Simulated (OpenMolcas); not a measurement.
## Computed transition rates of Ag2+

```
Program             : OpenMolcas
Method              : MS-CASPT2, IPEA 0.25 Eh, imaginary shift 0.1 Eh (closed shells correlated: 4s 4p)
Basis               : ANO-R3 [8s6p5d3f2g1h]
Scalar Hamiltonian  : X2C, finite nucleus
Active space        : 9 electrons in 6 orbitals (4d 5s)
State averaging     : 2S+1 = 2 even, 29 roots; 2S+1 = 4 even, 10 roots kept (CI in the orbitals of an earlier block)
Spin-orbit coupling : state interaction with AMFI integrals over the reference wave functions, term energies averaged over their components
```

Rates come from the transition moments of the reference wave functions (E1 and E2 in the length form). At fixed line strength A goes as λ^-3 for E1 and M1 and as λ^-5 for E2, so a rate at the computed wavelength can be rescaled to the measured one. Measured vacuum wavelengths follow from level energies in Moore, Atomic Energy Levels, vol. III, NSRDS-NBS 35 (1971 reprint of NBS Circular 467, 1958). Branching counts decays inside the model space alone, at computed energies, and the table is only a selection of the E2 and M1 lines, drawn from those between levels with measured partners whose computed energy lies within a factor of 1.5 of the measured one.

```
               Upper                 Lower  Type  λ computed (nm)  λ measured (nm)  A computed (s-1)  A rescaled (s-1)  Branching %
       4d⁸ 5s ²F_7/2            4d⁹ ²D_5/2    E2            142.7            139.5          4.81e+02          5.39e+02         94.5
       4d⁸ 5s ²G_9/2            4d⁹ ²D_5/2    E2            118.7            116.8          4.67e+02          5.06e+02         99.3
       4d⁸ 5s ²G_7/2            4d⁹ ²D_3/2    E2            125.6            123.3          3.54e+02          3.88e+02         96.8
4d⁸ 5s ⁴P_5/2 [57 %]            4d⁹ ²D_3/2    E2            142.1            139.3          2.09e+02                           89.0
4d⁸ 5s ²D_5/2 [65 %]            4d⁹ ²D_3/2    E2            132.3            128.8          2.09e+02          2.39e+02         67.0
4d⁸ 5s ²D_5/2 [65 %]            4d⁹ ²D_5/2    E2            124.5            121.6          9.66e+01          1.09e+02         30.9
       4d⁸ 5s ⁴F_7/2            4d⁹ ²D_5/2    E2            155.3            152.1          3.68e+01                           96.4
       4d⁸ 5s ²F_7/2            4d⁹ ²D_3/2    E2              153            149.1          2.58e+01          2.94e+01          5.1
4d⁸ 5s ⁴P_5/2 [57 %]            4d⁹ ²D_5/2    E2            133.2            130.9          2.42e+01                           10.3
       4d⁸ 5s ⁴F_3/2            4d⁹ ²D_5/2    E2            147.4            144.2          1.07e+01                           66.1
       4d⁸ 5s ²G_7/2            4d⁹ ²D_5/2    E2            118.6            116.6          8.77e+00          9.55e+00          2.4
       4d⁸ 5s ⁴F_5/2            4d⁹ ²D_3/2    E2            161.4            157.4          8.74e+00                           90.4
       4d⁸ 5s ⁴F_3/2            4d⁹ ²D_3/2    E2            158.4            154.5          5.39e+00                           33.3
       4d⁸ 5s ²G_9/2         4d⁸ 5s ⁴F_9/2    M1            449.6            447.4          2.63e+00                            0.6
4d⁸ 5s ²D_5/2 [65 %]         4d⁸ 5s ²F_7/2    M1            975.4            948.8          2.56e+00                            0.8
4d⁸ 5s ²D_5/2 [65 %]         4d⁸ 5s ⁴F_7/2    M1            627.6            607.3          2.06e+00                            0.7
          4d⁹ ²D_3/2            4d⁹ ²D_5/2    M1             2120             2171          1.71e+00          1.59e+00        100.0
4d⁸ 5s ²D_5/2 [65 %]  4d⁸ 5s ⁴P_5/2 [57 %]    M1             1912             1717          1.57e+00                            0.5
       4d⁸ 5s ⁴F_7/2            4d⁹ ²D_3/2    E2            167.6            163.5          9.81e-01                            2.6
       4d⁸ 5s ⁴F_9/2            4d⁹ ²D_5/2    E2            161.3            158.1          7.22e-01                          100.0
       4d⁸ 5s ⁴F_5/2         4d⁸ 5s ⁴F_7/2    M1             4350             4200          6.32e-01          7.02e-01          6.5
       4d⁸ 5s ⁴F_7/2         4d⁸ 5s ⁴F_9/2    M1             4204             3978          4.09e-01          4.83e-01          1.1
       4d⁸ 5s ⁴F_5/2            4d⁹ ²D_5/2    E2              150            146.7          2.82e-01                            2.9
       4d⁸ 5s ⁴F_3/2         4d⁸ 5s ⁴F_5/2    M1             8698             8292          8.96e-02          1.03e-01          0.6
```

Spin-changing lines and M1 lines between different terms are not rescaled, since their strength hangs on the term gaps too.

The largest correction is for 4d⁸ 5s ⁴F_7/2 → 4d⁸ 5s ⁴F_9/2 (M1): 4.09e-01 × (4204 / 3978)^3 = 4.83e-01 s-1, a factor of 1.18.

These are rates of the free ion; in crystals, glasses and complexes forced electric-dipole and non-radiative decay shorten such lifetimes by orders of magnitude. No measured rate stands beside these. Rescaling mends the energy factor alone: line strengths can still be far off where a level mixes with configurations outside the active space, and weak or spin-changing lines hang on small mixing coefficients that depend on the term gaps too, so rescaling need not improve them.

Term energies are means over components that CASPT2 splits; among the terms shown or strongly mixed into the levels shown the widest spread is 1100 cm-1 (4d⁸ 5s ⁴F). Terms from blocks run as CI alone lack orbitals of their own. A single d shell beside an s shell can misplace configurations of different d count against each other. Measured partners are found by configuration, term and J. A level has none where our copy of the source lacks it or the pairing is in doubt (some pairs that miss far off the trend of their configuration count as doubtful). Levels of configurations outside the active space are missing.

A share in square brackets marks a mixed level and gives the weight of the term that names it.
